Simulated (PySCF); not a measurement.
**B⁺ (boron, charge +1): UHF calculation**

Configuration: [He] 2s2, closed-shell 1S. Calculation: PySCF 2.14, in x2c-TZVPPall; the spin-free X2C one-electron Hamiltonian (Gaussian nucleus).

| Property | Result |
| --- | --- |
| Total energy | -24.243658 hartree |
| One-electron energy | -30.3632 hartree |
| Hartree (Coulomb) energy | 9.6130 hartree |
| Exchange energy | -3.4935 hartree |
| ⟨S²⟩ | 0.0000 |
| ⟨L²⟩ | 0.000 |
| Sum of ⟨r⟩ | 4.247 bohr |
| Sum of ⟨r²⟩ | 7.936 bohr² |
| Langevin diamagnetic susceptibility | -6.29 ×10⁻⁶ cm³/mol |

| shell | electrons | mean orbital energy (hartree) | rms radius, mean of both spins (bohr) |
| --- | --- | --- | --- |
| 1s | 2 | -8.18812 | 0.378 |
| 2s | 2 | -0.87393 | 1.96 |
